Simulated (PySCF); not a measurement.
Calculation: PBE-D3(BJ)/def2-TZVP // r2SCAN-D4/def2-TZVP in PySCF 2.14.0. All species are isolated molecules in the gas phase. One relaxed conformer stands for a flexible species; it need not be the lowest. Excitations are Tamm–Dancoff values on a coarser integration grid. The basis has no diffuse functions, so Rydberg states are missing or too high.

Reference species (SMILES): `[H]/B=C1\BO1` (neutral, multiplicity 1).

```
Property                  Value
----------------------  -------
S1 oscillator strength    0.000
T1 excitation (TDA)     1.66 eV
S1 excitation (TDA)     2.21 eV
HOMO–LUMO gap           2.10 eV
```

Changed species: `OC1BB=1`.

Q: Give the shifts of the S1 oscillator strength, T1 excitation (TDA), S1 excitation (TDA) and HOMO–LUMO gap.

A: the S1 oscillator strength stays essentially unchanged; the T1 excitation (TDA) rises by 1.04 eV, to 2.70 eV; the S1 excitation (TDA) increases by 0.95 eV, to 3.16 eV; the HOMO–LUMO gap increases by 0.95 eV, to 3.05 eV.
